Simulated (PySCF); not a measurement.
**Polarisability and C₆ of Ga⁻ (gallium, charge -1)**

[Ar] 3d10 4s2 4p2, high-spin 3P determinant. Computed with PySCF 2.14 in x2c-QZVPPall with one added diffuse shell each of s, p, d, f type (12s8p6d5f1g, 110 functions), with the spin-free X2C one-electron Hamiltonian (Gaussian nucleus). Coupled (time-dependent) response in atomic units; α is the mean over directions.

| method | mean α (bohr³) | α xx, yy, zz | C₆ (like pair) | S(−4) |
| --- | --- | --- | --- | --- |
| UHF | 309.2 | 133.7, 397.0, 396.9 | 5539 | 92290 |

S(−4) is the Cauchy moment in α(ω) = α(0) + S(−4) ω² + …

Spin-orbit coupling is absent.

α(iu) at UHF:

```tsv
u (hartree)	α(iu) (bohr³)
0	309.2
0.0500	198.7
0.100	121.1
0.200	57.85
0.300	33.24
0.500	15.16
0.750	7.912
1.00	5.012
1.50	2.686
2.00	1.753
3.00	0.9756
5.00	0.4689
```

A single London oscillator, α(iu) = α/(1 + u²/ω²), gives C₆ = (3/4) ω α². Matching the computed C₆ needs ω = 4 × 5539 / (3 × 309.2²) = 0.0772 hartree.

For an ion, C₆ is the dispersion term alone; charge-induced terms of lower order in 1/R come first.

The components differ because the open shell of this determinant is not spherical; for a pure term their mean is the scalar polarisability.
